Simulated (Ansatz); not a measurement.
Geometry optimisation, RKS B3LYP-D4/6-31G* (Ansatz).

input.yaml

```yaml
crystal:
  periodic: [false, false, false]
  atoms:
    - { symbol: B, position_ang: [-1.7855, -1.3155, 0.509] }
    - { symbol: Si, position_ang: [-0.4565, -0.7806, -0.7718] }
    - { symbol: C, position_ang: [1.0929, -1.6827, -0.3729] }
    - { symbol: Si, position_ang: [-0.0179, 1.4309, -0.6463] }
    - { symbol: C, position_ang: [0.454, 1.8457, 1.0715] }
    - { symbol: Cl, position_ang: [1.4081, 1.9719, -2.0016] }
    - { symbol: H, position_ang: [-1.6497, -1.0587, 1.6525] }
    - { symbol: H, position_ang: [-2.7945, -1.7551, 0.1102] }
    - { symbol: H, position_ang: [-0.8778, -1.1112, -2.0905] }
    - { symbol: H, position_ang: [0.9546, -2.7766, -0.401] }
    - { symbol: H, position_ang: [1.436, -1.4204, 0.6909] }
    - { symbol: H, position_ang: [1.9365, -1.3832, -1.0619] }
    - { symbol: H, position_ang: [-1.3811, 2.1679, -0.9797] }
    - { symbol: H, position_ang: [1.3617, 1.319, 1.347] }
    - { symbol: H, position_ang: [0.6307, 2.9298, 1.1618] }
    - { symbol: H, position_ang: [-0.3343, 1.5963, 1.8269] }
basis:
  gaussian: { orbitals: "6-31G*" }
hamiltonian:
  xc: b3lyp
  dispersion: d4
relax:
  f_tol: 0.015
  max_steps: 40
output:
  orbitals: {}
```

Launched with:

```bash
$ ansatz run input.yaml --threads 2 --pin off --max-ram 3072MiB --backend cpu --events-out ev --progress --plain --runs-dir out
```

Q: Where does it end, and by what steps?

A: The forces met the threshold. After 22 steps the energy has fallen by 0.591 eV; H8 moved furthest, 0.76 Å.

```json
{"step": "0", "energy less start (eV)": "0.0000", "largest force component (eV/Å)": "2.636", "accepted": "yes"}
{"step": "1", "energy less start (eV)": "-0.3179", "largest force component (eV/Å)": "1.836", "accepted": "yes"}
{"step": "2", "energy less start (eV)": "-0.5343", "largest force component (eV/Å)": "0.480", "accepted": "yes"}
{"step": "3", "energy less start (eV)": "-0.5555", "largest force component (eV/Å)": "0.213", "accepted": "yes"}
{"step": "4", "energy less start (eV)": "-0.5617", "largest force component (eV/Å)": "0.078", "accepted": "yes"}
{"step": "5", "energy less start (eV)": "-0.5718", "largest force component (eV/Å)": "0.095", "accepted": "yes"}
{"step": "6", "energy less start (eV)": "-0.5732", "largest force component (eV/Å)": "0.332", "accepted": "yes"}
{"step": "7", "energy less start (eV)": "-0.5825", "largest force component (eV/Å)": "0.147", "accepted": "yes"}
{"step": "8", "energy less start (eV)": "-0.5864", "largest force component (eV/Å)": "0.110", "accepted": "yes"}
{"step": "9", "energy less start (eV)": "-0.5822", "largest force component (eV/Å)": "0.320", "accepted": "no"}
{"step": "10", "energy less start (eV)": "-0.5879", "largest force component (eV/Å)": "0.054", "accepted": "yes"}
{"step": "11", "energy less start (eV)": "-0.5886", "largest force component (eV/Å)": "0.048", "accepted": "yes"}
{"step": "12", "energy less start (eV)": "-0.5888", "largest force component (eV/Å)": "0.032", "accepted": "yes"}
{"step": "13", "energy less start (eV)": "-0.5892", "largest force component (eV/Å)": "0.016", "accepted": "yes"}
{"step": "14", "energy less start (eV)": "-0.5894", "largest force component (eV/Å)": "0.017", "accepted": "yes"}
{"step": "15", "energy less start (eV)": "-0.5896", "largest force component (eV/Å)": "0.022", "accepted": "yes"}
{"step": "16", "energy less start (eV)": "-0.5898", "largest force component (eV/Å)": "0.030", "accepted": "yes"}
{"step": "17", "energy less start (eV)": "-0.5896", "largest force component (eV/Å)": "0.066", "accepted": "no"}
{"step": "18", "energy less start (eV)": "-0.5901", "largest force component (eV/Å)": "0.022", "accepted": "yes"}
{"step": "19", "energy less start (eV)": "-0.5904", "largest force component (eV/Å)": "0.026", "accepted": "yes"}
{"step": "20", "energy less start (eV)": "-0.5904", "largest force component (eV/Å)": "0.023", "accepted": "yes"}
{"step": "21", "energy less start (eV)": "-0.5905", "largest force component (eV/Å)": "0.016", "accepted": "yes"}
{"step": "22", "energy less start (eV)": "-0.5905", "largest force component (eV/Å)": "0.009", "accepted": "yes"}
```

```xyz
16
Properties=species:S:1:pos:R:3
B -1.812 -1.259 0.641
Si -0.428 -0.942 -0.769
C 1.247 -1.794 -0.503
Si -0.080 1.393 -0.626
C 0.274 1.977 1.129
Cl 1.597 1.856 -1.813
H -1.500 -1.522 1.767
H -2.976 -1.086 0.425
H -0.928 -1.197 -2.152
H 1.162 -2.878 -0.630
H 1.621 -1.602 0.509
H 1.990 -1.422 -1.217
H -1.215 2.169 -1.198
H 1.111 1.424 1.567
H 0.521 3.044 1.149
H -0.608 1.817 1.764
```

Run time: 2.5 min on 2 threads of Intel(R) Xeon(R) Platinum 8259CL CPU @ 2.50GHz (Skylake/Cascade Lake), on a shared host, peak memory 0.35 GiB.
